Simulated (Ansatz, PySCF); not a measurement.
This singlet lies 0.82 eV below the relaxed triplet at the level frozen-core CCSD(T)/cc-pVTZ // PBE0-D3(BJ)/def2-TZVP (Ansatz, an electronic-structure program).

Z-matrix (Å, degrees):
```
Ge
N 1 1.8145
H 2 1.0061 1 127.31
H 2 1.0066 3 112.44 1 -179.97
B 1 2.0803 2 100.86 3 -0.07
H 5 1.2010 1 121.49 2 96.64
H 5 1.2014 6 116.05 1 -167.48
```
Charge 0, spin multiplicity 1.

Q: Give the HOMO, dipole moment, HOMO–LUMO gap, total energy and LUMO at the level PBE0-D3(BJ)/def2-TZVP (PySCF 2.14.0).

A: 
The HOMO is -5.91 eV and the dipole moment is 1.71 D. The HOMO–LUMO gap is 3.82 eV. The total energy comes out as -2158.6332 Ha and the LUMO is -2.09 eV.
